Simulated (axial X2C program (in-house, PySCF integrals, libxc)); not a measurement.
# Nuclear properties of GaCO⁺

Calculated with an in-house all-electron X2C program for linear molecules (integrals from PySCF): two-component X2C with atomic mean-field Coulomb and Gaunt terms, Gaussian nuclei, basis Ga dyall-v3z, C dyall-v3z, O dyall-av3z with contracted cores.

Ga–C–O held linear, with bonds 2.779 and 1.116 Å (near the PBE0 minimum at charge 1 of the determinant lowest at the starting distance; the state shown can have its own minimum elsewhere, held linear; other orders of the atoms were not compared).

Input and command:
```json
{"zs": [31, 6, 8], "q": 1, "bas": ["dyall-v3z", "dyall-v3z", "dyall-av3z"], "r0": [1.94, 1.13], "symm": 0, "scan": ["PBE0", "HF", "BHandHLYP"], "levels": ["PBE0", "HF", "BHandHLYP"], "nst": 2}
```
```bash
python solin.py task.json out
```

Keys: zs atomic numbers; q charge; bas basis sets; r0 starting distance in Å; symm equal bonds; scan levels of the two-bond scan; levels methods; nst determinants followed.

Determinant lowest in the PBE0 search, Ω = 0 (closed shell), highest spinor 52% Ga s, 17% C p, 12% C s:

```tsv
level	qzz Ga (a.u.)	qzz C (a.u.)	qzz O (a.u.)
PBE0	-0.40	-0.93	-0.83
HF	-0.24	-1.08	-0.85
BHandHLYP	-0.33	-1.01	-0.86
```

qzz is the electric field gradient, eQq0 = 234.96 MHz × Q/barn × qzz. The operators were transformed with the bare-nucleus X2C matrices; with these basis sets, hyperfine constants and field gradients can be off by tens of per cent, and where levels differ in sign neither size nor sign is settled.

(1) With Q(69Ga) = 0.171 barn, Q(17O) = -0.02558 barn (Q from Pyykkö, Mol. Phys. 2018), turn the PBE0 values of the first state into constants in MHz.

The molecule was held linear; bending was not examined, so a bent shape may lie lower.

Each state is one determinant with collinear spin. The search compared states at one distance, so a state with another bond length can lie lower.

Results:

(1) eQq0(69Ga) = 234.96 × (0.171) × (-0.40) = -16.1 MHz; eQq0(17O) = 234.96 × (-0.02558) × (-0.83) = 4.99 MHz.
